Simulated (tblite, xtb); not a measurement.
ClK, charge -1, doublet, at the geometry of the source list (GFN-xTB shapes and energies of metal compounds can be far from the true ones) (a state made from the parent by changing its charge; the spin is typed, not shown lowest). Base run: GFN1-xTB (xtb 6.7.1).

Geometry (Å):
```xyz
2

K     -0.7928    -0.7002    -0.7446
Cl     0.7928     0.7002     0.7446
```
Charge -1, spin multiplicity 2.
All else is at xtb's defaults.
Base energy -4.79136 Eh.

Programs used: tblite, xtb; a row that names a program was run with it.

The base run was repeated with changes; each row names its change, and settings that it needs were set with it.

| change | ΔE vs base (mEh) | G_solv (kcal/mol) | SCF cycles |
|---|---|---|---|
| base | 0.000 | - | 8 |
| alpb = hexane | -53.819 | -34.07 | 7 |
| program = tblite; method = gfn1 | -0.002 | - | - |
| alpb = methanol | -96.533 | -62.34 | 7 |
| program = tblite; method = gfn1; option = --grad | -0.002 | - | - |
| program = tblite; method = gfn1; option = (--efield, 0,0,0.1) | -1.158 | - | - |
| acc = 0.0001 | 0.000 | - | 9 |
| program = tblite; method = gfn1; option = --spin-polarized | -5.542 | - | - |
| etemp = 5000 | -7.533 | - | 8 |
| etemp = 10000 | -35.564 | - | 7 |
| program = tblite; method = gfn1; option = (--alpb, water) | -94.790 | - | - |

ALPB and GBSA are two models with their own fitted parameters for each solvent, which aren't always the measured dielectric constant.
